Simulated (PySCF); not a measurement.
## How methods differ on the ionisation energy of Se+

Se+ [Ar] 3d10 4s2 4p3 (4S) → Se(2+) [Ar] 3d10 4s2 4p2 (3P), as a difference of total energies. All numbers are calculated (PySCF 2.14, the spin-free X2C one-electron Hamiltonian (Gaussian nucleus), in x2c-TZVPall). Correlated levels: valence: [Ar] 3d10 frozen. The calculations carry no spin-orbit coupling.

```tsv
method	ionisation energy (eV)	difference from reference (eV)
UHF	20.850	-0.346
BP86	21.394	+0.198
B3LYP	21.301	+0.105
MP2 (valence)	21.352	+0.156
SCS-MP2 (valence)	21.203	+0.007
CCSD (valence)	21.318	+0.122
CCSD(T) (valence)	21.347	+0.151
```

Reference: 21.196 ± 0.01 eV (measured; NIST Atomic Spectra Database, ionization energies).

The reference lies between the lowest fine-structure levels, while these numbers refer to the centres of the terms.

Errors of the correlated levels include the incompleteness of this basis and the frozen core.
